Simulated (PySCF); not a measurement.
C₂H₆N, SMILES [CH2]CN, multiplicity 2. Atoms are numbered in the order given.

```xyz
9

C      1.2352     0.2047    -0.3292
C      0.0689    -0.3953     0.3507
N     -1.1753     0.1893    -0.1265
H      2.2261     0.1240     0.0985
H      1.1256     0.5858    -1.3369
H      0.2098    -0.3291     1.4432
H      0.0269    -1.4750     0.1296
H     -1.2130     1.1718     0.1157
H     -1.9725    -0.2591     0.3064
```
Charge 0, spin multiplicity 2.

Coordinates come from a PBE0-D3(BJ)/def2-TZVP optimisation. The isomer is the one that the SMILES or the coordinates give; other isomers of the formula were not compared. One conformer was computed; it need not be the lowest.

Method: SMD-B3LYP/def2-SVP (PySCF).

Solvation free energies are E(SMD) − E(gas) at the gas-phase geometry, for 1 M in both phases. In vacuum the dipole moment is 1.33 D.

Computed solvation free energies in water, ethylethanoate, tetrahydrofuran:
| solvent | ΔG(solv) (kcal/mol) | its non-electrostatic (CDS) part | dipole (D) |
|---|---|---|---|
| water | -2.3 | 1.8 | 1.70 |
| ethylethanoate | -2.4 | 0.7 | 1.60 |
| tetrahydrofuran | -2.4 | 0.9 | 1.62 |
